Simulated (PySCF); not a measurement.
iodoethane (C2H5I), singlet, at a GFN2-xTB geometry (all electrons, no relativity). Base run: M062X/3-21G (PySCF).

Geometry (Å):
```xyz
8

C     -2.4128    -0.3344    -0.1973
C     -1.0930    -1.0350    -0.4213
I      0.5894     0.2252     0.1021
H     -2.5364    -0.0558     0.8472
H     -3.2262    -1.0050    -0.4735
H     -2.4872     0.5650    -0.8053
H     -1.0009    -1.9248     0.1960
H     -0.9514    -1.3005    -1.4657
```
Charge 0, spin multiplicity 1.
All else is at PySCF's defaults.

The base run was repeated with changes; each row names its change, and settings that it needs were set with it.

| change | basis functions | E (Eh) | HOMO (eV) | HOMO-LUMO gap (eV) | dipole (D) | core-seconds (rough) |
|---|---|---|---|---|---|---|
| base | 59 | -6969.11513 | -8.16 | 8.64 | 2.17 | 9 |
| basis = STO-3G | 42 | -6931.35825 | -5.83 | 10.05 | 1.93 | 6 |
| basis = 6-311G** | 128 | -6999.11797 | -8.45 | 8.52 | 2.18 | 20 |

Totals compare only among sets that treat the same electrons; sets with core potentials leave the core out.
